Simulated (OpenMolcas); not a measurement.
Re5+: moving or changing the point charges

Re5+ among 6 point charges of -1.7 e arranged as an octahedron (Oh), 1.8 Å from the ion.

* Program: OpenMolcas 26.06
* Method: SS-CASPT2, IPEA 0.25 Eh, imaginary shift 0.1 Eh (closed shells correlated: 5s 5p)
* Basis: ANO-RCC-VDZP [7s6p4d2f1g]
* Scalar Hamiltonian: DKH2, point nucleus
* Active space: 2 electrons in 5 orbitals (5d)
* State averaging: 2S+1 = 3 even, 10 roots; 2S+1 = 1 even, 15 roots
* Spin-orbit coupling: RASSI with atomic mean-field integrals over the reference wave functions

Runs around this geometry, states (labels of O, the rotations of Oh). Energies in cm-1 above the lowest state or level, χT in cm3 K/mol; under a threefold ground state the first gap can be a small split of the lowest multiplet, not the spin-orbit step; 10Dq and B are least-squares fits to the states below 45000 cm-1, weighted by degeneracy, with a free offset, and given where the rms deviation is under 5 % of |10Dq| (or 100 cm-1) and under 700 cm-1.

| R (Å) | q (e) | Ground state | First state of that spin | 10Dq | B (rms of fit) | First gap with spin-orbit (degeneracies) | χT at 300 K | First state of another spin |
| --- | --- | --- | --- | --- | --- | --- | --- | --- |
| 1.99 | -0.85 | 3T1 | 3T2 4110 |  |  | 950 (2, 3) | 0.122 | 1T2 10560 |
| 1.8 | -1.7 | 3T1 | 3T2 14430 | 16384 | 761 (253) | 1020 (2, 3) | 0.043 | 1T2 10910 |
| 2.23 | -1.7 | 3T1 | 3T2 4890 | 6135 | 782 (295) | 1030 (2, 3) | 0.105 | 1T2 10720 |

Taking |10Dq| as R^-n, n = -ln(6135 / 16384) / ln(2.23 / 1.8) = 4.6 between the shortest and longest distance. The point-charge formula for a cubic d site gives n = 5.

Roots that are degenerate in the reference are averaged as groups; the widest CASPT2 spread within a group is 320 cm-1 (the 3-fold group of multiplicity 1 near 27400 cm-1 above the lowest state of its run, R = 1.8, q = -1.7). Shifts and gaps below about the spread of the groups concerned are not significant. Free-ion shares, where given, are those of the reference states; single-state CASPT2 does not remix them. Spin-orbit coupling mixes the spin-free states strongly: the lowest level takes only 67 % from its leading state, 3T1 (figures for R = 1.99, q = -0.85; the like holds for R = 2.23, q = -1.7). This field is weak: 10Dq is about 5332 cm-1, while octahedral complexes of 5d ions of charge 3 and more, computed by the same method with explicit ligands, had a median near 35000 cm-1. Ground spin and moment need not be those of a real site (figures for R = 1.99, q = -0.85; the like holds for R = 1.8, q = -1.7, R = 2.23, q = -1.7). An orbital triplet at a regular site is open to Jahn-Teller coupling, which can distort the site and quench the lowest spin-orbit gaps and is left out (holds for R = 1.8, q = -1.7). This is an electrostatic model: the charges have no orbitals. No measured value stands beside these numbers.
